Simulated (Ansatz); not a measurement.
One change: `NCC1BN1` becomes `B1CN1`.

Ansatz, PBE0-D4/def2-TZVP geometries, multiplicity 1. Each molecule was computed in one conformer, which needn't be the lowest.

```json
{"property": "LUMO energy (ωB97M-V/def2-TZVPP) / eV", "`NCC1BN1`": "1.82"}
{"property": "LUMO energy (PBE/def2-TZVPP) / eV", "`NCC1BN1`": "-0.95"}
{"property": "LUMO energy (PBE0/def2-TZVPP) / eV", "`NCC1BN1`": "0.02"}
{"property": "HOMO energy (ωB97M-V/def2-TZVPP) / eV", "`NCC1BN1`": "-9.03"}
{"property": "size of the dipole moment (B3LYP/def2-TZVPP) / D", "`NCC1BN1`": "1.71"}
{"property": "HOMO–LUMO gap (B3LYP/def2-TZVPP) / eV", "`NCC1BN1`": "6.20"}
```

Question: Give the same properties after the change, and the shifts. (Best estimate.)

Answer: The calculation gave: 
```tsv
property	`B1CN1`	shift
LUMO energy (ωB97M-V/def2-TZVPP) / eV	2.04	0.22
LUMO energy (PBE/def2-TZVPP) / eV	-0.76	0.19
LUMO energy (PBE0/def2-TZVPP) / eV	0.23	0.21
HOMO energy (ωB97M-V/def2-TZVPP) / eV	-10.05	-1.02
size of the dipole moment (B3LYP/def2-TZVPP) / D	1.13	-0.58
HOMO–LUMO gap (B3LYP/def2-TZVPP) / eV	7.46	1.26
```

With PBE0 the HOMO falls by 1.06 eV and the LUMO rises by 0.21 eV, so the gap widens by about 1.27 eV. PBE moves the HOMO by -1.19 eV and ωB97M-V by -1.02 eV. Dipoles are sizes alone; their direction can turn.

B3LYP here is the variant with VWN-RPA as its local correlation; programs differ in this.
